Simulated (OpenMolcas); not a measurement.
**What dynamic correlation does to the levels of Tc2+**

```yaml
Program: OpenMolcas
Basis: ANO-RCC-VTZP [7s6p4d2f1g]
Scalar_Hamiltonian: X2C, point nucleus
Active_space: 5 electrons in 5 orbitals (4d)
State_averaging: 2S+1 = 6 even, 1 root; 2S+1 = 4 even, 24 roots; 2S+1 = 2 even, 75 roots (70 in the spin-orbit step)
Spin-orbit_coupling: RASSI with atomic mean-field integrals over the reference wave functions, term energies averaged over their components
```

Methods on the same reference wave functions:
A. CASSCF
B. SS-CASPT2, IPEA 0.25 Eh, imaginary shift 0.1 Eh (closed shells correlated: 4s 4p)
C. MS-CASPT2, IPEA 0.25 Eh, imaginary shift 0.1 Eh (closed shells correlated: 4s 4p)

Energies in cm⁻¹ above 4d⁵ ⁶S_5/2.

| Level | A | B | C |
| --- | --- | --- | --- |
| 4d⁵ ⁶S_5/2 | 0.0 | 0.0 | 0.0 |
| 4d⁵ ⁴G_5/2 | 24405 | 20780 | 20780 |
| 4d⁵ ⁴G_7/2 | 24525 | 20920 | 20920 |
| 4d⁵ ⁴G_11/2 | 24557 | 20970 | 20970 |
| 4d⁵ ⁴G_9/2 | 24596 | 21000 | 21000 |
| 4d⁵ ⁴P_5/2 [60 %] | 27758 | 22840 | 22840 |
| 4d⁵ ⁴P_3/2 [62 %] | 28041 | 23150 | 23150 |
| 4d⁵ ⁴P_1/2 [75 %] | 28425 | 23650 | 23650 |
| 4d⁵ ⁴D_7/2 | 30183 | 24600 | 24600 |
| 4d⁵ ⁴D_1/2 | 30586 | 25170 | 25170 |
| 4d⁵ ⁴D_3/2 [62 %] | 30881 | 25580 | 25580 |
| 4d⁵ ⁴D_5/2 [62 %] | 30908 | 25600 | 25600 |
| 4d⁵ ²I_11/2 | 34975 | 30870 | 30870 |
| 4d⁵ ²I_13/2 | 35254 | 31200 | 31200 |
| 4d⁵ ²D_5/2(1) [55 %] | 38544 | 32480 | 32480 |
| 4d⁵ ²D_3/2(1) [61 %] | 39459 | 33130 | 33130 |
| 4d⁵ ⁴F_7/2 [51 %] | 40476 | 34010 | 34020 |
| 4d⁵ ⁴F_9/2 | 40554 | 33990 | 33990 |
| 4d⁵ ⁴F_5/2 | 40913 | 34390 | 34390 |
| 4d⁵ ²F_7/2(1) [55 %] | 41194 | 35110 | 35110 |
| 4d⁵ ⁴F_3/2 [61 %] | 41663 | 35220 | 35220 |
| 4d⁵ ²F_5/2(1) [51 %] | 42943 | 36860 | 36840 |
| 4d⁵ ²H_11/2 | 43700 | 38410 | 38410 |
| 4d⁵ ²G_7/2(1) | 44328 | 37670 | 37680 |

Between B and C the level of the table that moves most is 4d⁵ ²F_5/2(1) [51 %], by 22 cm-1 (lowest in C, highest in B). Moves below CASPT2's spread within the term are not significant.

From A to B the spin-free energies of the other terms of 4d⁵ shown, above ⁶S, scale by factors of 0.82 to 0.88, as is usual when dynamic correlation screens the repulsion within a d or f shell.

The lowest spin-free term lies below A's lowest term by 0.362 hartree in B, 0.362 hartree in C.

CASPT2 breaks the degeneracy within a term, and the mean is taken; among the terms shown or strongly mixed into the levels shown the widest spread is 1400 cm-1 (4d⁵ ²I, C). Some high roots are left out of the spin-orbit mixing, which shifts the levels that they would mix with. Levels of configurations with an s electron are missing; early in the row they begin among the upper levels of the d shell and mix with terms of their name. Without dynamic correlation excited terms often stand tens of per cent too high (terms of higher spin than the ground term too low), and those without a measured partner can miss by more than the paired ones (holds for A). The CASPT2 spread within a term exceeds the gap to the next term for 4d⁵ ²D(1) and 4d⁵ ⁴F, 4d⁵ ⁴F and 4d⁵ ²F(1), so the order of their levels is uncertain, and so are names and mixing where such terms share a J (holds for C). Levels of configurations outside the active space are missing. Levels that lie high or do not pair safely by name in every column are left out.

A share in square brackets marks a mixed level and gives the weight of the term that names it, the lowest over the columns. A number in round brackets counts repeated terms of one configuration in the order of the reference energies.
